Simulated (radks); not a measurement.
Spherical quantum dot in the effective-mass picture: electrons in a parabolic well V = omega^2 r^2 / 2 with omega = 0.0662, with a point charge +2 (a donor) at the centre, all in effective atomic units (hartree* = m*/eps^2 hartree, bohr* = eps/m* bohr), one dielectric constant everywhere. Method: non-relativistic Kohn-Sham, LDA (Slater exchange, Perdew-Wang correlation), spin-polarised, spherical densities; computed with a radial shooting solver with Libxc functionals. Levels are named by radial order and angular momentum (1s, 1p, 1d, 2s, ...), and open shells are averaged over m. Each electron was tried in the lowest free levels, single moves between levels near the top were tried too, and the lowest total energy was kept; such a search can miss a lower state. At N = 1 the Hartree and exchange-correlation terms need not cancel, so that row can carry a self-interaction error.

N	open shells	2S	E (hartree*)	mu = E(N) - E(N-1) (hartree*)	addition energy mu(N+1) - mu(N) (hartree*)	e(HOMO) (hartree*)	rms radius (bohr*)
1	1s(up 1, down 0)	1	-1.94001	-1.9400	1.051	-1.5082	0.8927
2	none	0	-2.82885	-0.88884	1.012	-0.56469	1.128
3	2s(up 1, down 0)	1	-2.70562	0.12322	0.1354	0.18217	3.403
4	none	0	-2.44697	0.25865	0.1392	0.31551	4.535
5	1p(up 1, down 0)	1	-2.04914	0.39783	0.1025	0.45011	5.451
6	1p(up 2, down 0)	2	-1.54884	0.50030	0.09648	0.54948	6.191
7	1p(up 3, down 0)	3	-0.952053	0.59678	0.1059	0.64322	6.820
8	1p(up 3, down 1)	2	-0.249413	0.70264	0.08311	0.74456	7.398
9	1p(up 3, down 2)	1	0.536335	0.78575	0.08078	0.82655	7.904
10	none	0	1.40286	0.86653	0.1039	0.90610	8.358
11	1d(up 1, down 0)	1	2.37332	0.97045	0.07296	1.0072	8.812
12	1d(up 2, down 0)	2	3.41673	1.0434	0.07141	1.0794	9.221
13	1d(up 3, down 0)	3	4.53155	1.1148	0.06988	1.1500	9.595
14	1d(up 4, down 0)	4	5.71626	1.1847	0.06842	1.2192	9.940
15	1d(up 5, down 0)	5	6.96938	1.2531	0.07796	1.2869	10.26
16	1d(up 5, down 1)	4	8.30047	1.3311	0.06437	1.3634	10.57
17	1d(up 5, down 2)	3	9.69593	1.3955	0.06341	1.4273	10.87
18	1d(up 5, down 3)	2	11.1548	1.4589	0.06244	1.4902	11.14
19	1d(up 5, down 4)	1	12.6761	1.5213	0.06149	1.5522	11.41
20	none	0	14.2589	1.5828	0.08081	1.6132	11.66
21	1f(up 1, down 0)	1	15.9225	1.6636	0.05845	1.6930	11.91
22	1f(up 2, down 0)	2	17.6446	1.7221	0.05772	1.7510	12.15
23	1f(up 3, down 0)	3	19.4243	1.7798	-	1.8084	12.38

All shells are closed at N = 2, 4, 10, 20 (there: 1s2 1p6 1d10 2s2); the second difference of the energy has clear peaks (12 % above both neighbours; the first and last values, which can be the largest, are not judged, and half-filled shells can peak too) at N = 10, 15, 20.
